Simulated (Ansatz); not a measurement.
`CO[SiH](I)OC`. The species carries charge 0 and has multiplicity 1. I takes the def2 core potential. Geometry: relaxed with PBE0-D4/def2-TZVP. It is one conformer, not always the lowest.

```xyz
13

C    -1.757   -0.054    1.986
O    -0.638    0.411    1.263
Si    0.002   -0.295   -0.044
I    -1.692   -0.539   -1.805
O     1.188    0.690   -0.533
C     1.979    0.514   -1.688
H    -1.907    0.614    2.833
H    -2.657   -0.045    1.363
H    -1.597   -1.070    2.362
H     0.488   -1.666    0.237
H     2.720    1.314   -1.708
H     1.369    0.572   -2.593
H     2.501   -0.448   -1.673
```

(1) What is the dipole moment at r2SCAN/def2-TZVPP? (An estimate is asked.)

(2) And with PBE, B3LYP, ωB97M-V? (Estimate.)

(3) Give the Mulliken charges with r2SCAN, ωB97M-V, PBE in def2-TZVPP. (Best estimate.)

## Answers

(1) Ansatz gave: 1.06 D, with components (0.62, -0.67, 0.53) D in this frame, pointing from negative to positive charge.

(2) Ansatz gave: PBE 1.01 D, B3LYP 1.07 D, ωB97M-V 1.10 D.

(3) The calculation gave: 
```json
{"atom": "C1", "r2SCAN": "-0.01", "ωB97M-V": "-0.19", "PBE": "-0.15"}
{"atom": "O2", "r2SCAN": "-0.35", "ωB97M-V": "-0.33", "PBE": "-0.27"}
{"atom": "Si3", "r2SCAN": "0.62", "ωB97M-V": "0.53", "PBE": "0.50"}
{"atom": "I4", "r2SCAN": "-0.22", "ωB97M-V": "-0.19", "PBE": "-0.20"}
{"atom": "O5", "r2SCAN": "-0.35", "ωB97M-V": "-0.33", "PBE": "-0.27"}
{"atom": "C6", "r2SCAN": "-0.01", "ωB97M-V": "-0.19", "PBE": "-0.15"}
{"atom": "H7", "r2SCAN": "0.07", "ωB97M-V": "0.13", "PBE": "0.11"}
{"atom": "H8", "r2SCAN": "0.07", "ωB97M-V": "0.12", "PBE": "0.10"}
{"atom": "H9", "r2SCAN": "0.06", "ωB97M-V": "0.12", "PBE": "0.10"}
{"atom": "H10", "r2SCAN": "-0.10", "ωB97M-V": "-0.04", "PBE": "-0.09"}
{"atom": "H11", "r2SCAN": "0.07", "ωB97M-V": "0.13", "PBE": "0.11"}
{"atom": "H12", "r2SCAN": "0.07", "ωB97M-V": "0.12", "PBE": "0.10"}
{"atom": "H13", "r2SCAN": "0.06", "ωB97M-V": "0.12", "PBE": "0.10"}
```

B3LYP here is the variant with VWN-RPA as its local correlation; programs differ in this.
